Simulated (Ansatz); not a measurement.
input.yaml

```yaml
crystal:
  periodic: [false, false, false]
  atoms:
    - { symbol: Ge, position_ang: [0.233591, 0.021611, 0.011072] }
    - { symbol: Cl, position_ang: [0.872897, -0.036234, 2.108059] }
    - { symbol: H, position_ang: [1.721531, -0.042172, -0.358486] }
    - { symbol: H, position_ang: [-0.629413, 1.260394, -0.304046] }
    - { symbol: Cl, position_ang: [-0.883106, -1.7503, -0.5258] }
basis:
  gaussian: { orbitals: def2-SVP }
hamiltonian:
  xc: pbe
  dispersion: d4
relax:
  f_tol: 0.03
  max_steps: 50
```

Run as:

```bash
$ ansatz run input.yaml --threads 1 --pin off --max-ram 2048MiB --backend cpu --events-out ev --progress --plain --runs-dir out
```

Hardware: 1 thread of Arm Neoverse N1, on a shared host.

Roughly how long does this run take, and how much memory?

15 s, with a peak of 0.14 GiB, for 4 ionic steps.
